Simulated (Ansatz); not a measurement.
Ideal-gas functions of AlH2IO (`[OH][AlH][I]`) at 800 K and 1 bar, from an Ansatz frequency run at PBE0-D4/def2-TZVP.

Molar mass 171.9 g/mol, point group Cs (symmetry number 1), electronic degeneracy 1, moments of inertia 22.503, 282.345, 304.848 u Å². Harmonic wavenumbers (cm⁻¹, unscaled): 162, 344, 371, 477, 596, 676, 875, 2001, 3956.

Use S(trans) = R[1.5 ln M + 2.5 ln T − 1.1517]; rotational temperatures θ = 24.2544 K / I; S(rot) = R[ln(√π/σ · √(T³/θAθBθC)) + 1.5]; for each mode x = 1.438777 ν̃/T, S = R[x/(eˣ − 1) − ln(1 − e⁻ˣ)] and H = RT x/(eˣ − 1); 1 cm⁻¹ = 0.0119627 kJ/mol; R = 8.31446 J/(mol·K).

Task: By hand: the entropy, in J/(mol·K).

Result: Translation 193.6. Rotation: θ = 1.0778, 0.0859, 0.0796 K, giving 121.0. Vibration, mode by mode: 18.60, 12.44, 11.83, 9.84, 8.12, 7.18, 5.35, 1.07, 0.05, in all 74.5. Electronic 0.0. Sum 389.1 J/(mol·K).

Task: By hand: H − E and G − E in kJ/mol, counted from the electronic energy.

Result: Zero-point energy ½ × 9458 × 0.0119627 = 56.6; thermal vibration 30.0; translation, rotation and pV give 4 RT = 26.6. H − E = 113.2 kJ/mol, and G − E = 113.2 − 800 × 389.1/1000 = -198.1 kJ/mol.

Vibration gives 19 % of the entropy. The sum counts one conformer and one mirror image; others add a mixing term.
